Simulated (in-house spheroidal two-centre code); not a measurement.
Computed with a spheroidal two-centre code. Model: one electron and two fixed point charges, non-relativistic, separated in prolate spheroidal coordinates (energies exact to about nine digits).

With r1 and r2 the distances to the charges and R their separation, ξ = (r1 + r2)/R and η = (r1 − r2)/R; m is the angular momentum about the axis. The force apart is −d(total energy)/dR, and minima and barriers are those of the total energy. The separation constant A is the eigenvalue of −d/dη(1−η²)d/dη + m²/(1−η²) − p²η² − R(Z2−Z1)η, with p² = −E R²/2 and E the electronic energy.

Command:
```bash
python run_two.py task.json out
```
Settings:
```
Z1                     3
Z2                     7
xi_nodes               0
eta_nodes              4
m                      0
```

Time taken, with all properties: 1.3 s on 1 thread of Intel(R) Xeon(R) Processor @ 2.30GHz (shared host).

**Energy curve, total energy includes the repulsion of the charges.**

Given: first charge 3; second charge 7; united atom label 5g sigma; nodes in ξ 0; nodes in η 4.

Computed: united atom energy -2 hartree.

```
distance (bohr)  electronic energy (hartree)  total energy (hartree)  kinetic energy (hartree)  force apart (hartree/bohr)
           0.12                  -2.00069886              172.999301                    2.0021                      1458.3
          0.161                  -2.00125897              128.433524                    2.0038                      810.17
          0.215                  -2.00224821              95.6721704                    2.0068                      454.32
          0.289                  -2.00407245              70.6602874                    2.0123                      251.46
          0.387                            ?                       ?                         ?                           ?
          0.518                   -2.0132513              38.5272892                    2.0403                      78.316
          0.695                    -2.024222              28.1916053                    2.0744                      43.548
          0.931                  -2.04473384              20.5116571                    2.1402                      24.331
           1.25                  -2.08542573              14.7145743                    2.2799                      13.596
           1.67                  -2.17190904              10.4029413                    2.6175                      7.7967
           2.24                  -2.39056593              6.98443407                    3.5184                      4.6888
              3                  -2.78405253              4.21594747                    4.0449                      2.7536
           3.75                   -2.9645524               2.6354476                    3.2339                      1.5652
            4.5                  -2.92604308              1.74062359                     2.251                     0.88704
           5.25                  -2.77306411              1.22693589                    1.5182                     0.52288
              6                  -2.58824292              0.91175708                     1.118                     0.33829
           6.75                  -2.41320979             0.697901323                   0.93416                     0.24179
            7.5                  -2.26142529             0.538574707                   0.87204                     0.18808
           8.25                  -2.13532083              0.41013371                   0.88763                      0.1573
              9                            ?                       ?                         ?                           ?
           9.75                  -1.96105751             0.192788649                    1.2068                     0.14354
           10.5                  -1.91403591            0.0859640877                     1.366                     0.13829
           11.2                  -1.88139102          -0.00639101564                    1.4107                     0.12538
             12                  -1.85091264            -0.100912641                    1.4356                     0.11122
           12.8                  -1.82549813            -0.184873134                     1.452                    0.098997
           13.5                  -1.80642513             -0.25086957                    1.4629                    0.089777
           14.2                  -1.78970852            -0.310835279                    1.4715                    0.081735
             15                  -1.77295504            -0.372955039                    1.4794                    0.073763
           15.8                  -1.75825868            -0.429144757                    1.4858                    0.066876
           16.5                  -1.74680085             -0.47407358                    1.4904                    0.061598
           17.2                  -1.73645023            -0.515519998                    1.4944                    0.056911
             18                  -1.72578012            -0.559113459                    1.4982                    0.052174
           21.2                  -1.69231016            -0.701744123                    1.5088                    0.038069
           24.9                  -1.66560316            -0.822229665                    1.5157                    0.027851
           29.3                  -1.64348077            -0.926757218                    1.5204                    0.020262
           34.5                  -1.62520161             -1.01650596                    1.5237                    0.014701
           40.5                  -1.61033977             -1.09182125                    1.5259                    0.010718
           47.7                   -1.5977223             -1.15747072                    1.5275                   0.0077568
           56.1                  -1.58729183             -1.21296028                    1.5286                   0.0056257
             66                  -1.57854532              -1.2603635                    1.5293                   0.0040753
```

(1) What belongs in the row 0.387?

(2) What belongs in the row 9?

**Where the electron sits, z along the axis from the midpoint, the separation constant A tends to l(l+1) at zero distance; at short distance the term in R(Z2−Z1)η can raise or lower it, and at long distance it falls (p² = -ER²/2).**

```tsv
distance (bohr)	mean z squared (bohr²)	mean squared distance from axis (bohr²)	separation constant	mean z towards second charge (bohr)
0.215	4.1666	4.0578	19.981	-0.030642
0.387	4.1396	4.0272	19.939	-0.054863
0.695	?	?	?	?
1.25	?	?	?	?
2.24	2.5134	2.2604	17.492	-0.21722
3.75	1.8916	1.3095	11.312	-0.36555
5.25	2.4667	1.5999	5.6851	-0.90903
6.75	3.7215	2.0353	1.76	-1.284
8.25	6.2526	2.3711	-2.859	-1.4762
9.75	7.1055	2.9447	-10.467	0.97387
11.2	9.9818	3.1871	-23.106	2.8497
12.8	15.553	3.2582	-41.346	3.7213
14.2	21.466	3.3019	-60.628	4.4489
15.8	29.41	3.3392	-86.405	5.2687
17.2	37.403	3.3646	-112.21	5.9804
21.2	65.609	3.4148	-202.59	7.9997
29.3	147.15	3.4689	-460.86	12.065
40.5	313.87	3.505	-983.64	17.672
56.1	650.56	3.5301	-2032	25.475
```

(3) What belongs in the row 0.695?

(4) What belongs in the row 1.25?

Answers

(1) electronic energy (hartree): -2.00733584; total energy (hartree): 52.25623; kinetic energy (hartree): 2.0222; force apart (hartree/bohr): 140.25.

(2) electronic energy (hartree): -2.03443015; total energy (hartree): 0.298903178; kinetic energy (hartree): 0.97748; force apart (hartree/bohr): 0.14182.

(3) mean z squared (bohr²): 4.0509; mean squared distance from axis (bohr²): 3.9272; separation constant: 19.803; mean z towards second charge (bohr): -0.096804.

(4) mean z squared (bohr²): 3.741; mean squared distance from axis (bohr²): 3.5837; separation constant: 19.337; mean z towards second charge (bohr): -0.16336.
